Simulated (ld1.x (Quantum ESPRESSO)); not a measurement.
An odd input for ld1.x (Quantum ESPRESSO) 7.5 (zinc)

Command:

```bash
ld1.x < Zn.in > Zn.out
```

Input:

```
&input
   title='Zn', zed=30., rel=2, dft='PBE', iswitch=3,
   config='[Ar] 3d10 4s2 4p0',
   nld=3, rlderiv=2.60, eminld=-3.0, emaxld=5.0, deld=0.02
 /
 &inputp
   pseudotype=2, tm=.true., lloc=-1, rcloc=1.70,
   nlcc=.true., rcore=1.00,
   file_pseudopw='Zn.UPF', file_wfcaegen='ae.wfc', file_wfcncgen='nc.wfc', file_beta='beta', file_chi='chi'
 /
3
4S  1  0   2.00   0.00  1.95  1.95  0.0
4P  2  1   0.00   0.00  2.40  2.40  0.0
3D  3  2  10.00   0.00  1.10  1.10  0.0
 &test
   configts(1)='3d10 4s2 4p0'
 /
```

Output (end):

```

      Generating local potential from pseudized AE potential:
      Matching radius rcloc =   1.7000

      Local pseudo, rcloc= 1.688 Estimated cut-off energy=     8.66 Ry

      Computing core charge for nlcc:

       r > 1.01 : true rho core
       r < 1.01 : rho core = a sin(br)/r    a=   9.43  b=   2.60

      Integrated core pseudo-charge :   4.96

     Fully relativistic calculation: |psi|^2

     Wfc 4S LC norm =  0.99996240 SC norm =  0.00003535 missing  0.00000225

     Wfc 4P LC norm =  0.99998584 SC norm =  0.00001394 missing  0.00000022

     Wfc 4P LC norm =  0.99998642 SC norm =  0.00001027 missing  0.00000331

     Wfc 3D LC norm =  0.99970446 SC norm =  0.00029552 missing  0.00000001

     Wfc 3D LC norm =  0.99970802 SC norm =  0.00029166 missing  0.00000032

      Wfc   4S  rcut= 1.962  Using Troullier-Martins method

      Wfc   4P  rcut= 2.396  Using Troullier-Martins method

      Wfc   4P  rcut= 2.396  Using Troullier-Martins method

      Wfc   3D  rcut= 1.104  Using Troullier-Martins method

      Wfc   3D  rcut= 1.104  Using Troullier-Martins method

     ------------------- End of pseudopotential generation -------------------

     Computing logarithmic derivative in   2.59886

 %%%%%%%%%%%%%%%%%%%%%%%%%%%%%%%%%%%%%%%%%%%%%%%%%%%%%%%%%%%%%%%%%%%%%%%%%%%%%%
     Error in routine run_pseudo (1):
     Errors in PS-KS equation
 %%%%%%%%%%%%%%%%%%%%%%%%%%%%%%%%%%%%%%%%%%%%%%%%%%%%%%%%%%%%%%%%%%%%%%%%%%%%%%

     stopping ...
```

Q: This input was made by a single change from one that runs to its end. What was changed?

A: The change: rel changed from 1 to 2. The program stops in the test that follows the generation: "run_pseudo: Errors in PS-KS equation".
